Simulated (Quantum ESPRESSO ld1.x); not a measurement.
Pd IX, configuration [Kr] 4d2. All-electron calculation, scalar-relativistic Kohn-Sham, relativistic LDA (MacDonald-Vosko exchange, VWN5 correlation), spin-unpolarised, spherical densities, point nucleus. Program: ld1.x of Quantum ESPRESSO 7.5.

Radial electron density D(r) = 4 pi r^2 rho(r):

r (bohr),D(r) (e/bohr)
0.003956,11.60
0.004496,14.05
0.00511,16.90
0.005807,20.18
0.0066,23.88
0.007502,27.98
0.008526,32.43
0.00969,37.12
0.01101,41.89
0.01252,46.54
0.01423,50.79
0.01617,54.37
0.01838,56.99
0.02089,58.41
0.02393,58.49
0.0272,57.31
0.03091,55.23
0.03513,52.86
0.03993,50.98
0.04538,50.43
0.05158,51.87
0.05862,55.51
0.06663,60.91
0.07573,66.90
0.08607,71.79
0.09782,73.88
0.1112,72.10
0.1264,66.63
0.1436,59.12
0.1632,52.24
0.187,48.46
0.2125,49.38
0.2416,53.46
0.2745,57.60
0.312,58.33
0.3546,53.66
0.4031,44.23
0.4581,32.89
0.5207,23.11
0.5918,17.14
0.6726,14.98
0.7644,14.86
0.8688,14.59
0.9874,12.94
1.122,9.961
1.276,6.563
1.461,3.523
1.661,1.645
1.888,0.6417
2.145,0.2071
2.438,0.05458
2.771,0.01152
3.15,0.001893
3.58,0.0002333

D(r) has 4 maxima, at r = 0.0224, 0.0986, 0.300, 0.789 bohr, and minima at 0.0443, 0.193, 0.723 bohr, inside which lie 2.01, 11.07, 29.58 electrons.
